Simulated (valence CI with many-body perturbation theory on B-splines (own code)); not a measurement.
**Sb²⁰⁺: electric-dipole lines**

Calculated by relativistic CI+MBPT: three valence electrons over a frozen Dirac-Fock core [Ar] 3d10, a basis of 11 s, 11 p, 9 d, 7 f, 5 g, 2 h, 1 i functions for each j, with the one-electron correlation potential Σ1 (screened to all orders), the two-electron term Σ2, the three-electron term Σ3, Breit, model QED; selected single and double excitations, second order for the rest (own B-spline code, finite nucleus).

No measured spectrum was set against this ion. As an estimate, levels hold to about 250 cm⁻¹ or 0.2 % of their energy and the worst to 1 %, as in measured heavy ions of charge 2 to 7; those with d or f electrons hold less well.

Lines 151 to 200 of 272 in falling wavelength, among levels below 1715000 cm⁻¹, chosen from the strongest by gf and those to the six lowest levels. Wavelengths and rates use the calculated energies, so an error of 2000 cm⁻¹ moves a line at 15.28 nm by 0.31 % and its rate by three times that or more. Electric multipoles are in the length gauge, E1 and E2 with the static RPA response of the core. Weak lines are less certain than strong ones. Lines between different terms over intervals too small for the method are left out, as are lines whose strength nearly cancels. Where a level lies close to another of its J and parity, the split of strength between their lines is uncertain. The highest levels of a list are the least certain.

Names give the largest LS component (configuration and term), which can be under half, so a name can repeat, a term be missing and a line seem to break the LS rules; names also repeat where a configuration has a term twice. Letters in brackets count levels of one name in rising energy.

```tsv
λ vac (nm)	Upper	Lower	A (s⁻¹)	log gf	Branch %
15.28	4s²4d ²D_3/2	4s²4p ²P°_3/2	3.40e+10	-0.32	17.6
15.26	4s4p4d ⁴D°_3/2	4s4p² ⁴P_5/2	3.68e+09	-1.29	2.1
15.26	4p³ ²P°_3/2 [b]	4s4p² ⁴P_3/2	2.00e+09	-1.55	3.1
15.25	4s4p4d ²D°_3/2 [a]	4s4p² ²D_3/2	6.78e+10	-0.02	44.4
15.20	4p²4d ⁴P_5/2	4p³ ²D°_5/2	4.21e+10	-0.06	18.1
15.18	4s4p4d ²P°_1/2 [b]	4s4p² ²S_1/2	7.26e+10	-0.30	34.2
15.10	4p²4d ⁴P_3/2	4p³ ²D°_5/2	1.68e+10	-0.64	7.1
15.07	4p²4d ⁴P_5/2	4p³ ⁴S°_3/2	3.93e+10	-0.09	16.8
15.01	4s4p4d ²D°_3/2 [c]	4s4p² ²P_3/2	1.24e+11	0.22	44.1
14.98	4p²4d ⁴P_3/2	4p³ ⁴S°_3/2	1.36e+10	-0.74	5.7
14.96	4p²4d ²P_1/2 [b]	4p³ ²P°_1/2	4.38e+10	-0.53	30.0
14.89	4s4p4d ⁴P°_1/2	4s4p² ²D_3/2	1.60e+09	-1.97	1.1
14.88	4s²4d ²D_5/2	4s²4p ²P°_3/2	1.47e+11	0.47	100.0
14.85	4s4p4d ²D°_5/2 [b]	4s4p² ²P_3/2	2.22e+11	0.64	79.1
14.85	4s4p4d ⁴D°_5/2	4s4p² ²D_3/2	1.64e+09	-1.49	0.9
14.83	4s4p4d ²D°_3/2 [c]	4s4p² ²S_1/2	4.05e+10	-0.27	14.4
14.82	4s4p4d ²P°_3/2	4s4p² ²S_1/2	1.19e+11	0.19	60.8
14.81	4s4p4d ⁴P°_3/2	4s4p² ²D_3/2	5.55e+09	-1.14	3.6
14.77	4s4p4d ⁴P°_5/2	4s4p² ⁴P_3/2	8.90e+10	0.24	75.9
14.77	4s4p4d ⁴F°_3/2	4s4p² ⁴P_1/2	8.52e+08	-1.95	9.5
14.70	4s²4f ²F°_5/2	4s²4d ²D_5/2	1.64e+10	-0.50	7.2
14.69	4s²4f ²F°_7/2	4s²4d ²D_5/2	2.04e+11	0.72	98.7
14.61	4s4p4d ⁴D°_3/2	4s4p² ⁴P_3/2	2.35e+10	-0.52	13.6
14.57	4p²4d ²D_5/2 [a]	4p³ ²D°_5/2	1.96e+10	-0.43	9.2
14.55	4s4p4d ⁴D°_1/2	4s4p² ⁴P_3/2	3.81e+09	-1.62	1.8
14.46	4p²4d ²D_5/2 [a]	4p³ ⁴S°_3/2	5.21e+10	-0.01	24.4
14.41	4s4p4d ²F°_7/2 [a]	4s4p² ²D_5/2	3.79e+10	-0.03	53.6
14.33	4s4p4d ²D°_3/2 [b]	4s4p² ²P_1/2	1.46e+11	0.25	71.2
14.33	4s²4f ²F°_5/2	4s²4d ²D_3/2	2.07e+11	0.58	91.0
14.33	4s4p4d ²F°_5/2 [a]	4s4p² ⁴P_5/2	2.07e+09	-1.42	2.4
14.31	4s4p4d ²D°_5/2 [a]	4s4p² ²D_3/2	4.44e+08	-2.09	0.4
14.19	4p²4d ⁴D_3/2	4p³ ²P°_3/2 [a]	1.72e+10	-0.68	18.1
14.19	4p²4d ²P_1/2 [a]	4p³ ⁴S°_3/2	3.47e+10	-0.68	18.7
14.18	4p²4d ⁴D_5/2	4p³ ²P°_3/2 [a]	1.53e+10	-0.56	18.4
14.12	4s4p4d ²D°_3/2 [a]	4s4p² ⁴P_5/2	3.90e+09	-1.33	2.6
13.97	4s4p4d ²F°_7/2 [b]	4s4p² ²D_5/2	1.49e+11	0.54	76.9
13.94	4p³ ²P°_3/2 [b]	4s4p² ⁴P_1/2	5.80e+09	-1.17	8.9
13.77	4s4p4d ⁴D°_5/2	4s4p² ⁴P_5/2	1.06e+11	0.26	59.8
13.75	4p²4d ²P_1/2 [b]	4p³ ⁴S°_3/2	7.01e+10	-0.40	48.0
13.75	4s4p4d ²F°_5/2 [a]	4s4p² ⁴P_3/2	8.91e+09	-0.82	10.3
13.75	4s4p4d ⁴D°_7/2	4s4p² ⁴P_5/2	1.59e+11	0.56	91.4
13.74	4s4p4d ⁴P°_3/2	4s4p² ⁴P_5/2	3.82e+10	-0.36	24.5
13.73	4p²4d ²D_3/2 [b]	4p³ ²D°_5/2	2.55e+10	-0.54	11.2
13.68	4s4p4d ²D°_3/2 [b]	4s4p² ²D_3/2	1.17e+10	-0.88	5.7
13.64	4p²4d ²D_5/2 [b]	4p³ ²D°_5/2	8.44e+10	0.15	35.1
13.63	4p²4d ²D_3/2 [b]	4p³ ⁴S°_3/2	1.44e+11	0.21	63.4
13.61	4p²4d ⁴P_5/2	4p³ ²P°_3/2 [a]	1.06e+11	0.25	45.3
13.56	4s4p4d ²D°_3/2 [a]	4s4p² ⁴P_3/2	1.71e+10	-0.73	11.2
13.54	4p²4d ²D_5/2 [b]	4p³ ⁴S°_3/2	1.05e+11	0.24	43.7
13.53	4p²4d ⁴P_3/2	4p³ ²P°_3/2 [a]	1.64e+11	0.26	69.2
```
